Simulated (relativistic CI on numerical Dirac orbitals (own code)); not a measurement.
Calculated at this level of theory: Dirac-Coulomb-Breit CI, KLI orbitals optimised for each configuration, QED by a radiative potential, valence Slater integrals scaled by 0.9, P86 correlation estimate, and configurations built on the next ion tied to the tabulated ionisation energy (semi-empirical) (own radial code, finite nucleus).

CI space (outside the closed core 1s2): 2s2 2p2, 2s2 2p 3s, 2s2 2p 3p, 2s2 2p 3d, 2s2 2p 4s, 2s 2p3, 2p4, 2p3 3s, 2p3 3p, 2p3 3d, 2s 2p2 3s, 2s 2p2 3p, 2s 2p2 3d, 2s2 2p 4p, 2s2 2p 4d, 2s2 2p 4f, 2s2 3s2, 2s 2p2 4s, 2s 2p2 4p, 2s2 3s 3p, 2s 2p2 4d, 2s 2p2 4f, 2s2 3p2, 2s2 3s 3d. Levels of other configurations are missing.

Configurations that consist of the next ion and one excited electron were tied to the tabulated ionisation energy; Rydberg ones are usually within 1,000 to 3,000 cm⁻¹ and the lowest ones within about 6,000 (9,000 in d shells), while levels on excited terms of the next ion carry the error of that term, and the other configurations can be misplaced by 10,000 cm⁻¹ or more. Rates follow the energies as ν³ (E1, M1) or ν⁵ (E2), so rates, branching and lifetimes can be off by large factors.

Outline of the computed level scheme of S XI. Lowest level of each configuration: 2s2 2p2 3P_0 at 0.000 eV; 2s 2p3 5S°_2 at 24.668 eV; 2p4 3P_2 at 102.051 eV; 2s2 2p 3s 3P°_0 at 285.019 eV; 2s2 2p 3p 1P_1 at 296.801 eV; 2s2 2p 3d 3F°_2 at 310.837 eV; 2s 2p2 3s 5P_1 at 312.750 eV.

Some strong electric-dipole decays among the lowest 45 levels: 2s2 2p 3d 3D°_3 → 2s2 2p2 3P_2 (2.2e+12 s⁻¹); 2s2 2p 3d 3D°_2 → 2s2 2p2 3P_1 (1.8e+12 s⁻¹); 2s2 2p 3d 3D°_1 → 2s2 2p2 3P_0 (1.6e+12 s⁻¹); 2s2 2p 3d 3P°_2 → 2s2 2p2 3P_2 (1.4e+12 s⁻¹); 2s2 2p 3d 1D°_2 → 2s2 2p2 1D_2 (5.6e+11 s⁻¹); 2s2 2p 3d 3D°_1 → 2s2 2p2 3P_1 (5.0e+11 s⁻¹); 2s2 2p 3s 1P°_1 → 2s2 2p2 1D_2 (3.1e+11 s⁻¹); 2s2 2p 3s 3P°_0 → 2s2 2p2 3P_1 (2.4e+11 s⁻¹).
